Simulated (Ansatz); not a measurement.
Ligand exchange: Se(AlH2)(CH3) + TaN4H7 → AlH2(SeH) + CH9N4Ta

Species: Se(AlH2)(CH3), singlet; TaN4H7 `[NH]=[Ta]([NH2])([NH2])[NH2]`, singlet; AlH2(SeH), singlet; CH9N4Ta `C[N]=[Ta]([NH2])([NH2])[NH2]`, singlet. The partners trade CH3 for H: Se–CH3 and N–H bonds give way to Se–H and N–CH3.

Shapes, held fixed at every level: PBE0-D4/def2-TZVP. Flexible molecules stand in one conformer, not always the lowest. Programs: Ansatz 0.2.0. Electronic energies: no zero-point or thermal term.

```json
{"level": "HF/def2-TZVPP", "kind": "Hartree–Fock", "ΔE (kJ/mol)": "+3.3", "less CCSD(T)/def2-TZVPP": "-1.7"}
{"level": "PBE-D4/def2-TZVPP", "kind": "GGA", "ΔE (kJ/mol)": "+4.7", "less CCSD(T)/def2-TZVPP": "-0.3"}
{"level": "r2SCAN-D4/def2-TZVPP", "kind": "meta-GGA", "ΔE (kJ/mol)": "+5.2", "less CCSD(T)/def2-TZVPP": "+0.2"}
{"level": "wB97X-V/def2-TZVPP", "kind": "range-separated hybrid", "ΔE (kJ/mol)": "+6.0", "less CCSD(T)/def2-TZVPP": "+1.0"}
{"level": "B2PLYP/def2-TZVPP", "kind": "double hybrid", "ΔE (kJ/mol)": "+3.1", "less CCSD(T)/def2-TZVPP": "-1.9"}
{"level": "CCSD/def2-TZVPP", "kind": "coupled cluster or CI", "ΔE (kJ/mol)": "+4.7", "less CCSD(T)/def2-TZVPP": "-0.3"}
{"level": "CCSD(T)/def2-TZVPP", "kind": "coupled cluster or CI", "ΔE (kJ/mol)": "+5.0", "less CCSD(T)/def2-TZVPP": "0.0"}
```

The highest level, CCSD(T)/def2-TZVPP, gives ΔE = +5.0 kJ/mol; the levels span +3.1 to +6.0. The column of differences is taken from that level and isn't an error. No measured value is set beside it here. For atoms past krypton def2 sets carry core potentials with scalar relativity. Relativity is left out for Se. Outer-core shells of Se, Ta are correlated, in sets that cover them unevenly.
